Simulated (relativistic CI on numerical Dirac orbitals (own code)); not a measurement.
## How well does a small relativistic CI reproduce Si3+?

Computed by Dirac-Coulomb-Breit CI, separate exchange-only KLI orbitals for each configuration, model QED (radiative potential, 1s self-energy scaled to tabulated hydrogen-like ionisation energies), valence Slater integrals scaled by 0.85, P86 correlation energy added to each configuration (own radial code, finite nucleus).

Configurations in the expansion (outside the closed core [Ne]): 3s, 3p, 3d, 4s, 4p, 4d, 4f, 5s, 5p, 5d, 5g, 5f, 6s, 6p, 6d. Levels of other configurations are missing.

```tsv
Configuration	Term (tabulated)	J	Measured (cm⁻¹)	Computed	Error	Purity (%)
3s	2S	1/2	0.0	0	0	100
3p	2P°	1/2	71287.5	70844	-444	100
3p	2P°	3/2	71748.6	71287	-461	100
3d	2D	5/2	160374.4	159288	-1086	100
3d	2D	3/2	160375.6	159296	-1079	100
4s	2S	1/2	193978.9	192316	-1662	100
4p	2P°	1/2	218266.9	216783	-1484	100
4p	2P°	3/2	218428.7	216936	-1493	100
4d	2D	5/2	250008.0	248571	-1437	100
4d	2D	3/2	250008.1	248576	-1432	100
4f	2F°	5/2	254127.1	254186	59	100
4f	2F°	7/2	254129.0	254188	58	100
5s	2S	1/2	265418.0	263441	-1977	100
5p	2P°	1/2	276503.7	274706	-1798	100
5p	2P°	3/2	276579.0	274776	-1803	100
5d	2D	3/2	291497.5	289856	-1642	100
5d	2D	5/2	291497.6	289852	-1645	100
6s	2S	1/2	299677.0	297830	-1847	100
6p	2P°	1/2	305641.1	303934	-1707	100
6p	2P°	3/2	305682.3	303972	-1710	100
```

Measured levels from NIST levels in Kelleher and Podobedova, J. Phys. Chem. Ref. Data 37, 1285 (2008); pairs were made by configuration, J and term (by order where the table uses no LS term), so strongly mixed levels may be paired wrongly.

Mean error by configuration (cm⁻¹): 3p -453; 3d -1083; 4s -1662; 4p -1488; 4d -1434; 4f 59; 5s -1977; 5p -1801; 5d -1644; 6s -1847; 6p -1709. Over the excited levels the mean absolute error is 1307 cm⁻¹ (19 of the 19 excited levels that our extract of the source holds in range could be paired), and the median relative error of those above 1,000 cm⁻¹ is 0.62 %.
